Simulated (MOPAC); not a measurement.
Input file for MOPAC: AM1 on C3H10Si (SMILES CC[SiH2]C), a point of a torsion scan.

```
AM1 1SCF PRECISE CHARGE=0 THREADS=1
C3H10Si

C      1.93087110 1     0.29639038 1    -0.78770869 1
C      0.90944889 1     0.41615280 1     0.33748775 1
Si    -0.60200305 1    -0.72010555 1     0.09506614 1
C     -1.47700406 1    -0.96980110 1     1.76069464 1
H      2.77437592 1     0.96590962 1    -0.62417541 1
H      1.47812193 1     0.54797544 1    -1.74434111 1
H      2.31132046 1    -0.72023581 1    -0.85294809 1
H      1.40348875 1     0.18247305 1     1.28323078 1
H      0.58497956 1     1.45587834 1     0.41197693 1
H     -1.52222630 1    -0.11871959 1    -0.88062886 1
H     -0.15959591 1    -2.02669663 1    -0.41352117 1
H     -0.82543977 1    -1.45194575 1     2.48378627 1
H     -2.35702904 1    -1.59448349 1     1.64493821 1
H     -1.80012681 1    -0.02517456 1     2.18888881 1
```

Output:

```
*******************************************************************************
 **                                                                           **
 **                              MOPAC v23.2.5                                **
 **                                                                           **
 *******************************************************************************
 ** MOPAC's Digital Object Identifier: https://doi.org/10.5281/zenodo.6511958 **
 **                                                                           **
 ** Please cite the open-source release paper for use of this MOPAC version:  **
 ** J. E. Moussa and J. J. P. Stewart (2026)                                  **
 ** MOPAC: An open-source semiempirical molecular orbital program             **
 ** J. Open Source Softw., 11(119), 8025, https://doi.org/10.21105/joss.08025 **
 *******************************************************************************

                              AM1 CALCULATION RESULTS

 *******************************************************************************
 *  AM1        - The AM1 Hamiltonian to be used
 *
 *
 *
 *                 CHARGE ON SYSTEM = 0
 *
 *
 *
 *  PRECISE    - TIGHTER CRITERIA TO BE USED
 *  1SCF       - DO 1 SCF AND THEN STOP
 *  THREADS=1  - MULTI-THREADING NOT USED
 *  T=         - A TIME OF 172800.0 SECONDS REQUESTED
 *  DUMP=N     - RESTART FILE WRITTEN EVERY 7200.0 SECONDS REQUESTED
 *******************************************************************************
AM1 1SCF PRECISE CHARGE=0 THREADS=1
 C3H10Si

   ATOM   CHEMICAL          X               Y               Z
  NUMBER   SYMBOL      (ANGSTROMS)     (ANGSTROMS)     (ANGSTROMS)

     1       C          1.93087110  *   0.29639038  *  -0.78770869  *
     2       C          0.90944889  *   0.41615280  *   0.33748775  *
     3      Si         -0.60200305  *  -0.72010555  *   0.09506614  *
     4       C         -1.47700406  *  -0.96980110  *   1.76069464  *
     5       H          2.77437592  *   0.96590962  *  -0.62417541  *
     6       H          1.47812193  *   0.54797544  *  -1.74434111  *
     7       H          2.31132046  *  -0.72023581  *  -0.85294809  *
     8       H          1.40348875  *   0.18247305  *   1.28323078  *
     9       H          0.58497956  *   1.45587834  *   0.41197693  *
    10       H         -1.52222630  *  -0.11871959  *  -0.88062886  *
    11       H         -0.15959591  *  -2.02669663  *  -0.41352117  *
    12       H         -0.82543977  *  -1.45194575  *   2.48378627  *
    13       H         -2.35702904  *  -1.59448349  *   1.64493821  *
    14       H         -1.80012681  *  -0.02517456  *   2.18888881  *



          CARTESIAN COORDINATES

    NO.       ATOM           X           Y           Z

     1         C          1.9309      0.2964     -0.7877
     2         C          0.9094      0.4162      0.3375
     3        Si         -0.6020     -0.7201      0.0951
     4         C         -1.4770     -0.9698      1.7607
     5         H          2.7744      0.9659     -0.6242
     6         H          1.4781      0.5480     -1.7443
     7         H          2.3113     -0.7202     -0.8529
     8         H          1.4035      0.1825      1.2832
     9         H          0.5850      1.4559      0.4120
    10         H         -1.5222     -0.1187     -0.8806
    11         H         -0.1596     -2.0267     -0.4135
    12         H         -0.8254     -1.4519      2.4838
    13         H         -2.3570     -1.5945      1.6449
    14         H         -1.8001     -0.0252      2.1889

  H: (AM1): M.J.S. DEWAR ET AL, J. AM. CHEM. SOC. 107 3902-3909 (1985)
  C: (AM1): M.J.S. DEWAR ET AL, J. AM. CHEM. SOC. 107 3902-3909 (1985)
 Si: (AM1): M.J.S.DEWAR, C. JIE, ORGANOMETALLICS, 6, 1486-1490 (1987).

           Empirical Formula: C3 H10 Si  =    14 atoms



      MOLECULAR POINT GROUP   :   C1


      RHF CALCULATION, NO. OF DOUBLY OCCUPIED LEVELS = 13


 -------------------------------------------------------------------------------
 AM1 1SCF PRECISE CHARGE=0 THREADS=1
 C3H10Si



     1SCF WAS SPECIFIED, SO BFGS WAS NOT USED
     SCF FIELD WAS ACHIEVED


                              AM1 CALCULATION
                                                       MOPAC v23.2.5 Linux




          FINAL HEAT OF FORMATION =        -25.54263 KCAL/MOL =    -106.87035 KJ/MOL


          COSMO AREA              =        131.19 SQUARE ANGSTROMS
          COSMO VOLUME            =        122.09 CUBIC ANGSTROMS

          IONIZATION POTENTIAL    =         10.806920 EV
          HOMO LUMO ENERGIES (EV) =        -10.807  1.560
          NO. OF FILLED LEVELS    =         13
          MOLECULAR WEIGHT        =         74.1975         POINT GROUP:  C1

          MOLECULAR DIMENSIONS (Angstroms)

            Atom       Atom       Distance
            H    13    H     5     6.16732
            H    12    H    10     3.48056
            H    11    H    14     3.23003


          SCF CALCULATIONS        =          1





   ATOM   CHEMICAL          X               Y               Z
  NUMBER   SYMBOL      (ANGSTROMS)     (ANGSTROMS)     (ANGSTROMS)

     1       C          1.93087110  *   0.29639038  *  -0.78770869  *
     2       C          0.90944889  *   0.41615280  *   0.33748775  *
     3      Si         -0.60200305  *  -0.72010555  *   0.09506614  *
     4       C         -1.47700406  *  -0.96980110  *   1.76069464  *
     5       H          2.77437592  *   0.96590962  *  -0.62417541  *
     6       H          1.47812193  *   0.54797544  *  -1.74434111  *
     7       H          2.31132046  *  -0.72023581  *  -0.85294809  *
     8       H          1.40348875  *   0.18247305  *   1.28323078  *
     9       H          0.58497956  *   1.45587834  *   0.41197693  *
    10       H         -1.52222630  *  -0.11871959  *  -0.88062886  *
    11       H         -0.15959591  *  -2.02669663  *  -0.41352117  *
    12       H         -0.82543977  *  -1.45194575  *   2.48378627  *
    13       H         -2.35702904  *  -1.59448349  *   1.64493821  *
    14       H         -1.80012681  *  -0.02517456  *   2.18888881  *

                             CARTESIAN COORDINATES

   1    C        1.930871100     0.296390380    -0.787708690
   2    C        0.909448890     0.416152800     0.337487750
   3   Si       -0.602003050    -0.720105550     0.095066140
   4    C       -1.477004060    -0.969801100     1.760694640
   5    H        2.774375920     0.965909620    -0.624175410
   6    H        1.478121930     0.547975440    -1.744341110
   7    H        2.311320460    -0.720235810    -0.852948090
   8    H        1.403488750     0.182473050     1.283230780
   9    H        0.584979560     1.455878340     0.411976930
  10    H       -1.522226300    -0.118719590    -0.880628860
  11    H       -0.159595910    -2.026696630    -0.413521170
  12    H       -0.825439770    -1.451945750     2.483786270
  13    H       -2.357029040    -1.594483490     1.644938210
  14    H       -1.800126810    -0.025174560     2.188888810


           Empirical Formula: C3 H10 Si  =    14 atoms



      MOLECULAR POINT GROUP   :   C1


                  EIGENVALUES
 -33.23984 -28.92751 -23.68146 -15.61803 -15.33166 -14.17752 -13.89160 -13.68235
 -12.90679 -12.12494 -11.48233 -11.35569 -10.80692   1.55987   1.68755   1.78163
   2.26501   4.20727   4.43580   4.58378   4.60498   4.68365   5.03358   5.20213
   5.40093   5.43317


              NET ATOMIC CHARGES AND DIPOLE CONTRIBUTIONS

  ATOM NO.   TYPE          CHARGE      No. of ELECS.   s-Pop       p-Pop
    1          C          -0.191929        4.1919     1.21037     2.98156
    2          C          -0.440013        4.4400     1.25663     3.18339
    3         Si           0.875878        3.1241     0.84370     2.28042
    4          C          -0.499279        4.4993     1.25653     3.24275
    5          H           0.072390        0.9276     0.92761
    6          H           0.067112        0.9329     0.93289
    7          H           0.069134        0.9309     0.93087
    8          H           0.087908        0.9121     0.91209
    9          H           0.087502        0.9125     0.91250
   10          H          -0.191266        1.1913     1.19127
   11          H          -0.191311        1.1913     1.19131
   12          H           0.085174        0.9148     0.91483
   13          H           0.084152        0.9158     0.91585
   14          H           0.084549        0.9155     0.91545
 DIPOLE           X         Y         Z       TOTAL
 POINT-CHG.    -0.122    -0.172    -0.398     0.450
 HYBRID         0.159     0.264     0.601     0.675
 SUM            0.037     0.092     0.203     0.226


          ATOMIC ORBITAL ELECTRON POPULATIONS

     Atom    s        px        py        pz
    1  C   1.21037   0.98567   1.01810   0.97779
    2  C   1.25663   1.08560   1.08250   1.01529
    3 Si   0.84370   0.74784   0.77957   0.75301
    4  C   1.25653   1.06905   1.04868   1.12503
    5  H   0.92761
    6  H   0.93289
    7  H   0.93087
    8  H   0.91209
    9  H   0.91250
   10  H   1.19127
   11  H   1.19131
   12  H   0.91483
   13  H   0.91585
   14  H   0.91545

 **********************
 *                    *
 * JOB ENDED NORMALLY *
 *                    *
 **********************




 == MOPAC DONE ==
```

The run finished.

Cost: around 0.020 core-seconds (rough).
